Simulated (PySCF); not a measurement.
Species: `CC(C)[C@@H]1SCS[C@H]1F`. The columns A, B, C and D hold Mulliken, IAO, Hirshfeld and ESP-fitted charges (e) of one PBE0/pcSseg-1 density (PySCF), in a shuffled order. Coordinates in Å (GFN2-xTB); the density's dipole moment is (-1.34, -0.03, -0.80) D.

```csv
atom,x,y,z,A,B,C,D
C1,-1.761,-0.981,-0.816,-0.221,-0.117,-0.552,-0.422
C2,-0.895,0.238,-0.494,-0.316,-0.029,+0.509,-0.097
C3,-1.765,1.338,0.110,-0.207,-0.122,-0.506,-0.419
C4,0.237,-0.101,0.486,-0.344,-0.039,-0.169,-0.201
S5,1.305,1.386,0.728,+0.050,+0.003,-0.210,+0.054
C6,2.808,0.724,-0.063,-0.380,-0.086,-0.212,-0.442
S7,2.331,-0.614,-1.176,+0.051,+0.006,-0.142,+0.103
C8,1.131,-1.243,0.031,+0.128,+0.052,-0.041,+0.086
F9,1.792,-1.783,1.104,-0.307,-0.108,-0.171,-0.315
H10,-2.663,-0.655,-1.327,+0.122,+0.046,+0.148,+0.147
H11,-2.054,-1.496,0.096,+0.111,+0.040,+0.110,+0.136
H12,-1.249,-1.683,-1.469,+0.119,+0.039,+0.127,+0.135
H13,-0.441,0.609,-1.419,+0.133,+0.024,-0.053,+0.141
H14,-2.505,1.672,-0.613,+0.119,+0.044,+0.124,+0.143
H15,-1.158,2.191,0.402,+0.135,+0.028,+0.126,+0.146
H16,-2.284,0.966,0.991,+0.104,+0.038,+0.129,+0.133
H17,-0.175,-0.351,1.467,+0.170,+0.041,+0.171,+0.162
H18,3.480,0.334,0.701,+0.197,+0.038,+0.170,+0.169
H19,3.285,1.517,-0.632,+0.187,+0.054,+0.223,+0.181
H20,0.575,-2.059,-0.435,+0.149,+0.049,+0.218,+0.160
```

Which column most likely holds the ESP-fitted charges?

C. Σ q r misses the density's dipole by 0.05 D (C), 0.96 D (B), 1.73 D (D), 1.91 D (A). Charges fitted to the outside potential are the only set here that is tied to the molecule's multipoles.

And the Hirshfeld charges?

B. The mean sizes are 0.050 e (B), 0.178 e (A), 0.190 e (D), 0.206 e (C), and Hirshfeld charges are commonly the smallest of these schemes.

As computed, A = Mulliken, B = Hirshfeld, C = ESP-fitted, D = IAO. Hydrogens on carbon: Mulliken +0.10 to +0.20, Hirshfeld +0.02 to +0.05, ESP-fitted -0.05 to +0.22, IAO +0.13 to +0.18 e.

The ESP scheme is a least-squares fit of atom-centred charges to the potential on four shells outside the van der Waals surface, with the total charge fixed. The Hirshfeld scheme weights the molecular density at each point by an atom's share of the summed free-atom densities.

One conformer (not necessarily the lowest) at the GFN2-xTB geometry, without solvent, vibrations or thermal averaging.

The run behind these numbers computed NMR shieldings as well. Rough CPU time on one thread of a shared machine: about 1.9 min.
